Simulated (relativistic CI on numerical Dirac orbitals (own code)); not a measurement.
**Level scheme of Tc10+**

Method of calculation: Dirac-Coulomb-Breit CI, orbitals from a KLI potential per configuration, model QED (radiative potential, 1s self-energy scaled to tabulated hydrogen-like ionisation energies), unscaled Slater integrals (own radial code, finite nucleus).

Configuration list (outside the closed core [Ar] 3d10): 4s2 4p3, 4s 4p4, 4p5, 4s2 4p2 4d, 4s 4p3 4d, 4s2 4p2 4f, 4s 4p3 4f, 4p4 4d, 4s2 4p2 5s, 4s 4p2 4d2, 4s2 4p2 5p, 4s2 4p 4d 4f, 4s2 4p 4d2, 4s2 4d3, 4s 4p 4d3, 4s2 4d2 4f, 4s 4p 4d2 4f, 4s2 4d2 5s, 4p3 4d2, 4p2 4d3, 4p2 4d2 4f, 4p2 4d2 5s. Double excitations out of closed p, d and f shells are left out; levels of such configurations are missing from the list, as are those of other unlisted configurations, and high levels can miss mixing partners. These lack a partner that the ground configuration has and come out too high: 4s2 4p2 5p.

The lowest level is 4s2 4p3 4S°_3/2, with 81 % of that term; Hund's rules for 4s2 4p3 give 4S° with J = 3/2, in agreement.

```tsv
No.	Configuration	Term	J	E (cm⁻¹)	%	Lifetime (s)	jj configuration (%)
1	4s2 4p3	4S°	3/2	0	81		4p3/2 (61)
2	4s2 4p3	2D°	3/2	30675	72	3.88e-03	4p1/2 4p3/2^2 (66)
3	4s2 4p3	2D°	5/2	40735	97	2.63e-02	4p1/2 4p3/2^2 (97)
4	4s2 4p3	2P°	1/2	63474	97	1.44e-03	4p1/2 4p3/2^2 (97)
5	4s2 4p3	2P°	3/2	81429	70	5.88e-04	4p3/2^3 (89)
6	4s 4p4	4P	5/2	240890	87	4.56e-10	4s 4p3/2^2 (77)
7	4s 4p4	4P	3/2	258299	88	3.63e-10	4s 4p1/2 4p3/2^3 (69)
8	4s 4p4	4P	1/2	263604	85	3.25e-10	4s 4p3/2^2 (39)
9	4s 4p4	2D	3/2	299963	75	1.61e-10	4s 4p1/2 4p3/2^3 (47)
10	4s 4p4	2D	5/2	305888	78	2.09e-10	4s 4p1/2 4p3/2^3 (71)
11	4s 4p4	2S	1/2	344425	51	6.14e-11	4s 4p3/2^2 (44)
12	4s 4p4	2P	3/2	347903	55	5.80e-11	4s 4p1/2 4p3/2^3 (45)
13	4s 4p4	2P	1/2	374943	34	7.41e-11	4s 4p3/2^4 (46)
14	4s2 4p2 4d	4F	3/2	379563	82	4.74e-10	4p1/2^2 4d3/2 (60)
15	4s2 4p2 4d	4F	5/2	386808	72	6.19e-10	4p1/2^2 4d5/2 (45)
16	4s2 4p2 4d	2F	5/2	398556	69	1.29e-09	4p1/2 4p3/2 4d3/2 (77)
17	4s2 4p2 4d	4F	7/2	398603	82	7.00e-09	4p1/2 4p3/2 4d5/2 (75)
18	4s2 4p2 4d	4D	1/2	403957	91	2.16e-10	4p1/2 4p3/2 4d3/2 (76)
19	4s2 4p2 4d	4D	3/2	405572	81	1.80e-10	4p1/2 4p3/2 4d3/2 (56)
20	4s2 4p2 4d	2F	7/2	405654	49	5.61e-09	4p1/2 4p3/2 4d5/2 (47)
21	4s2 4p2 4d	4F	9/2	409589	85	4.63e-03	4p1/2 4p3/2 4d5/2 (67)
22	4s2 4p2 4d	4D	5/2	414759	57	2.44e-10	4p1/2 4p3/2 4d5/2 (59)
23	4s2 4p2 4d	4D	7/2	431923	42	2.25e-09	4p3/2^2 4d5/2 (70)
24	4s2 4p2 4d	2P	3/2	439356	55	1.18e-11	4p1/2 4p3/2 4d5/2 (48)
25	4s2 4p2 4d	2G	7/2	445544	78	4.20e-10	4p1/2 4p3/2 4d3/2 (28)
26	4s2 4p2 4d	2G	9/2	452329	84	1.34e-03	4p3/2^2 4d5/2 (67)
27	4s2 4p2 4d	4P	5/2	456751	77	6.88e-12	4p1/2 4p3/2 4d5/2 (48)
28	4s2 4p2 4d	2P	1/2	459168	48	9.97e-12	4p1/2 4p3/2 4d3/2 (43)
29	4s2 4p2 4d	4P	3/2	460365	46	9.58e-12	4p1/2 4p3/2 4d3/2 (31)
30	4s2 4p2 4d	2D	3/2	467681	56	1.50e-11	4p3/2^2 4d3/2 (34)
```

Energies count from the lowest computed level; ° marks odd parity; lifetimes are radiative, by E1, M1, E2, M2, E3 decay to levels of this space only. Filled j subshells are mostly left out of the jj labels.

The mean weight of the leading LS term, summed over parents, in these 30 levels is 71 %, and that of the leading jj configuration (from the same eigenvectors) 59 %, so LS coupling describes them better.

At this charge energies of transitions that change n are usually good to better than 1 %, and those within a shell (Δn = 0) to a few per cent.

LS names give the leading component of a level, which can be under half, so a name can repeat, a term be missing and a line seem to break the LS rules.
